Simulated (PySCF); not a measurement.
Ranking problems on computed properties.

All species are isolated and taken at one optimised geometry, non-relativistic unless stated; the electronic structure was computed with PySCF and density fitting.

Dipoles, sizes and rotational constants follow the conformer. The torsions of the flexible species, by atom-mapped SMILES:
- `[O:1]=[C:2]([F:3])[C@@H:4]1[CH2:5][C@H:6]1[F:7]`: O1–C2–C4–C5 31°
- `[F:1][CH:2]([F:3])[CH2:4][O:5][C:6]1=[CH:7][CH2:8]1`: F1–C2–C4–O5 153°, C2–C4–O5–C6 75°, C4–O5–C6–C7 2°
- `[SiH3:1][SiH2:2][CH:3]1[CH2:4][O:5][CH2:6]1`: Si1–Si2–C3–C4 -47°
- `[CH2:1]=[CH:2][Si@@H:3]([CH3:4])[O:5][SiH3:6]`: C1–C2–Si3–C4 -116°, C2–Si3–O5–Si6 -21°
- `[CH3:1][C@@H:2]1[CH2:3][C@@:4]1([F:5])[C:6](=[O:7])[F:8]`: C3–C4–C6–O7 -147°
- `[CH3:1][CH2:2][C:3]([CH3:4])([CH3:5])[CH3:6]`: C1–C2–C3–C4 180°

Question: Rank by HOMO energy, highest first (CAM-B3LYP/def2-SVPD at GFN2-xTB geometries).
A. `C(COC1CC=1)(F)F`
B. `[SiH3][SiH2]C1COC1`
C. `O=C(F)[C@@H]1C[C@H]1F`
D. `C=C[Si@@H](C)O[SiH3]`
E. `C[C@@H]1C[C@@]1(F)C(=O)F`

Answer: A (-8.09 eV), B (-8.67 eV), D (-9.19 eV), E (-10.20 eV), C (-10.57 eV).

Question: Rank by HOMO–LUMO gap, highest first (CAM-B3LYP/def2-SVPD at GFN2-xTB geometries).
A. `O=C(F)[C@@H]1C[C@H]1F`
B. `[Si@H](C)(O[SiH3])C=C`
C. `C1([SiH2][SiH3])COC1`
D. `C[C@@H]1C[C@@]1(F)C(=O)F`
E. `CCC(C)(C)C`

Answer: E (11.40 eV), A (10.83 eV), D (10.47 eV), B (9.95 eV), C (9.57 eV).

Question: Rank by electronic spatial extent ⟨r²⟩ about the centre of nuclear charge, highest first (CAM-B3LYP/def2-SVPD at GFN2-xTB geometries).
A. `CCC(C)(C)C`
B. `C1OCC1[SiH2][SiH3]`
C. `FC(F)COC1=CC1`
D. `O=C(F)[C@@H]1C[C@H]1F`
E. `C[C@@H]1C[C@@]1(F)C(=O)F`
F. `C=C[Si@@H](C)O[SiH3]`

Answer: F (1112 bohr²), C (1094 bohr²), B (1021 bohr²), E (923 bohr²), D (771 bohr²), A (696 bohr²).

Q: By how much do the two ends of that ranking differ?

A: By 416 bohr², between `C=C[Si@@H](C)O[SiH3]` and `CCC(C)(C)C`.

Question: Rank by static isotropic polarisability, lowest first (CAM-B3LYP/def2-SVPD at GFN2-xTB geometries).
A. `[SiH3][SiH2]C1COC1`
B. `O=C(F)[C@@H]1C[C@H]1F`
C. `C=C[Si@@H](C)O[SiH3]`
D. `FC(F)COC1=CC1`
E. `CCC(C)(C)C`

Answer: B (49.3 au), D (63.3 au), E (73.8 au), C (89.2 au), A (92.6 au).

Q: By how much do the two ends of that ranking differ?

A: By 43.3 au, between `[SiH3][SiH2]C1COC1` and `O=C(F)[C@@H]1C[C@H]1F`.

Question: Rank by dipole moment, lowest first (CAM-B3LYP/def2-SVPD at GFN2-xTB geometries).
A. `[C@]1(C(=O)F)(C[C@H]1C)F`
B. `FC(F)COC1=CC1`
C. `CCC(C)(C)C`
D. `[SiH3][SiH2]C1COC1`
E. `O=C(F)[C@@H]1C[C@H]1F`

Answer: C (0.05 D), B (0.75 D), D (1.70 D), E (2.31 D), A (4.05 D).

Question: Rank by lowest triplet excitation (Tamm–Dancoff), lowest first (TDA CAM-B3LYP/def2-SVPD at GFN2-xTB geometries).
A. `CC(C)(CC)C`
B. `[SiH3][SiH2]C1COC1`
C. `O=C(F)[C@@H]1C[C@H]1F`
D. `C[C@@H]1C[C@@]1(F)C(=O)F`
E. `FC(F)COC1=CC1`

Answer: E (4.35 eV), D (5.49 eV), C (5.60 eV), B (6.37 eV), A (8.43 eV).

Q: Give the two extremes of that set in kJ/mol.

A: `FC(F)COC1=CC1`: 420 kJ/mol; `CCC(C)(C)C`: 813 kJ/mol.
